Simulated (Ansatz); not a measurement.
CH3NOSi, SMILES `N=C1O[SiH2]1` from Hartree–Fock to CCSD(T)

```xyz
7

N    -1.514    0.210   -1.209
C    -0.531    0.201   -0.443
O     0.216    1.279   -0.023
Si    0.843   -0.139    0.677
H    -1.873   -0.729   -1.350
H     2.182   -0.555    0.208
H     0.678   -0.267    2.140
```

The species carries charge 0 and has multiplicity 1. The geometry is a stationary point of PBE0-D4/def2-TZVP. It is one conformer, not always the lowest. Frozen core, restricted reference, the Gaussian-basis code of Ansatz. CBS rows extrapolate triple and quadruple zeta; past MP2 they add the triple-zeta difference.

```tsv
basis	HF (Eh)	MP2 corr.	CCSD corr.	(T)	CCSD(T) total
def2-SVP	-457.57793	-0.56969	-0.59529	-0.02182	-458.19504
def2-TZVPP	-457.89522	-0.70708	-0.72426	-0.03424	-458.65372
def2-QZVPP	-457.91243	-0.75874	–	–	–
CBS(def2)	-457.91480	-0.79700	-0.81418	as TZ	-458.76322
```
